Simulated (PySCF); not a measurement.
Job file and geometry (Å, from GFN2-xTB) of an NMR shielding run on `C=CC[SiH2]CC(=C)F`, C6H11FSi, PySCF 2.14.0, density-fitted response routines, GIAO PBE0/pcSseg-1 NMR shielding, non-relativistic, gas phase; density fitting, a coarse starting grid and PySCF grid level 2 are the driver's defaults:

```
$ OMP_NUM_THREADS=1 python probes_run.py task.json out

{"job": {"kind": "nmr", "xc": "PBE0", "basis": "pcSseg-1"}, "charge": 0, "multiplicity": 1}
C      2.465340     1.188083    -0.792894
C      2.347195     0.214187     0.092339
C      1.757343    -1.122039    -0.191008
Si    -0.011711    -1.258296     0.524283
C     -1.067439     0.091483    -0.335257
C     -2.435850     0.137643     0.224127
C     -2.988230     1.069674     0.977859
F     -3.162588    -0.969670    -0.085263
H      2.156147     1.061704    -1.818110
H      2.882610     2.147014    -0.537018
H      2.666002     0.372593     1.114558
H      2.374638    -1.898587     0.259742
H      1.737407    -1.298686    -1.266908
H      0.003085    -0.999527     1.968967
H     -0.564469    -2.585484     0.243242
H     -1.132855    -0.137995    -1.400220
H     -0.599735     1.068187    -0.229177
H     -3.994744     0.974321     1.342193
H     -2.441951     1.954647     1.240970
```

Q: What does the program print?

A: 
```
coarse grid: 16048 points
cycle   1  E = -623.8616364824  dE =  7.753e-01  |g| = 6.116e-01  |ddm| = 3.818e+00
cycle   2  E = -623.8280049733  dE =  3.363e-02  |g| = 7.528e-01  |ddm| = 9.775e-01
cycle   3  E = -623.9417641902  dE = -1.138e-01  |g| = 9.871e-02  |ddm| = 5.633e-01
cycle   4  E = -623.9438820245  dE = -2.118e-03  |g| = 3.648e-02  |ddm| = 1.068e-01
cycle   5  E = -623.9441990750  dE = -3.171e-04  |g| = 9.306e-03  |ddm| = 3.417e-02
cycle   6  E = -623.9442157633  dE = -1.669e-05  |g| = 3.621e-03  |ddm| = 9.757e-03
cycle   7  E = -623.9442186078  dE = -2.844e-06  |g| = 7.085e-04  |ddm| = 3.425e-03
final grid: 149872 points
cycle   8  E = -623.9987851643  dE = -4.243e-05  |g| = 9.183e-03  |ddm| = 2.934e-02
cycle   9  E = -623.9987752323  dE =  9.932e-06  |g| = 1.178e-02  |ddm| = 1.652e-02
cycle  10  E = -623.9988055693  dE = -3.034e-05  |g| = 1.422e-03  |ddm| = 9.312e-03
cycle  11  E = -623.9988059046  dE = -3.353e-07  |g| = 2.272e-04  |ddm| = 1.144e-03
cycle  12  E = -623.9988059130  dE = -8.383e-09  |g| = 8.867e-05  |ddm| = 2.530e-04
cycle  13  E = -623.9988059148  dE = -1.747e-09  |g| = 3.488e-05  |ddm| = 1.016e-04
cycle  14  E = -623.9988059150  dE = -2.847e-10  |g| = 8.123e-06  |ddm| = 3.263e-05
converged SCF energy = -623.9988059150

GIAO shielding tensors (ppm)
atom      isotropic    diamagn.    paramagn.     s11        s22        s33       span
  0 C       66.356     255.183    -188.827    -46.064     87.706    157.426    203.489
  1 C       43.160     258.619    -215.459    -77.756     45.652    161.583    239.340
  2 C      163.704     253.900     -90.196    149.022    157.921    184.169     35.148
  3 Si     387.112     881.942    -494.829    354.028    383.718    423.591     69.563
  4 C      167.575     255.521     -87.946    151.540    156.272    194.913     43.373
  5 C        9.937     253.331    -243.393    -99.225     60.834     68.202    167.426
  6 C       94.805     257.427    -162.623     -0.697    128.491    156.620    157.317
  7 F      253.401     476.261    -222.860    148.676    274.958    336.569    187.893
  8 H       26.447      32.633      -6.186     22.593     26.093     30.654      8.062
  9 H       26.446      29.887      -3.440     23.255     25.758     30.326      7.072
 10 H       25.574      32.067      -6.493     23.305     25.429     27.988      4.683
 11 H       29.852      29.955      -0.103     25.584     27.775     36.197     10.613
 12 H       29.990      32.698      -2.708     26.822     28.459     34.690      7.867
 13 H       27.694      31.153      -3.459     24.426     26.479     32.176      7.750
 14 H       27.236      30.344      -3.108     23.434     26.282     31.993      8.559
 15 H       30.070      32.847      -2.777     25.703     29.508     34.999      9.296
 16 H       29.592      36.017      -6.425     24.486     30.410     33.881      9.395
 17 H       27.124      27.866      -0.742     24.086     25.251     32.035      7.949
 18 H       27.491      33.222      -5.730     25.239     25.618     31.618      6.380
```

Q: Turn these shieldings into chemical shifts. Shifts are taken against calculated references (same method and geometry level): ¹³C (186.93 ppm) and ²⁹Si (349.16 ppm) and ¹H (31.72 ppm) vs TMS; CFCl3 for ¹⁹F (170.95 ppm).

A: Averaging equivalent atoms: C 5: 177.0; C 1: 143.8; C 0: 120.6; C 6: 92.1; C 2: 23.2; C 4: 19.3; Si 3: -38.0; F 7: -82.5; H 10: 6.14; H 9: 5.27; H 8: 5.27; H 17: 4.59; H 13/14: 4.25; H 18: 4.23; H 15/16: 1.89; H 11/12: 1.80 ppm. Unscaled 19F shifts against computed CFCl3 carry errors that often reach 10 to 50 ppm.

Size and cost of the density-fitted run: 198 basis functions, 39 s wall time on 1 thread of an Arm Neoverse V2, shared host; peak memory 0.91 GiB.
